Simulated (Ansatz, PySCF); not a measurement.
Noncovalent pair: C2H6 (SMILES CC) (first 8 atoms) with CH3Br (SMILES CBr); geometry from B3LYP-D3(BJ)/def2-TZVP.
(charge 0, multiplicity 1):
```
atom    x (Å)    y (Å)    z (Å)
----  -------  -------  -------
C      0.7162  -0.4709   0.1097
C     -0.5395   0.3000   0.5056
H      0.5301  -1.1220  -0.7468
H      1.0769  -1.0946   0.9295
H      1.5270   0.2085  -0.1584
H     -0.8938   0.9289  -0.3134
H     -0.3480   0.9502   1.3611
H     -1.3557  -0.3761   0.7715
C      0.2660  -1.0473   3.9477
Br     1.5354   0.4417   3.9264
H     -0.4687  -0.8615   3.1727
H     -0.1937  -1.0722   4.9294
H      0.8230  -1.9566   3.7519
```

Basis-set superposition error: the interaction energy with monomers in their own basis, and in the dimer's basis (counterpoise).

Codes used: Ansatz (Gaussian orbitals); PySCF for 6-31G* rows, M06-2X. Values without a source in brackets are computed.

```csv
level,uncorrected (kcal/mol),counterpoise (kcal/mol),difference
BLYP/def2-TZVPPD,1.22,1.32,0.10
revPBE/def2-TZVPPD,1.26,1.35,0.09
B97M-V/def2-TZVPPD,-1.60,-1.50,0.10
BHLYP/def2-TZVPPD,0.12,0.20,0.08
M06-2X/def2-TZVPPD,-1.61,-1.51,0.10
CAM-B3LYP/def2-TZVPPD,-0.16,-0.06,0.10
wB97X-V/def2-TZVPPD,-1.65,-1.56,0.08
B2PLYP/def2-TZVPPD,-0.43,-0.20,0.23
MP2/6-31G*,-0.86,-0.13,0.73
SCS-MP2/aug-cc-pVDZ,-2.33,-0.74,1.60
```

The error is largest for SCS-MP2/aug-cc-pVDZ (1.60 kcal/mol) and smallest for BHLYP/def2-TZVPPD (0.08 kcal/mol).

Ansatz is a quantum-chemistry and plane-wave program.
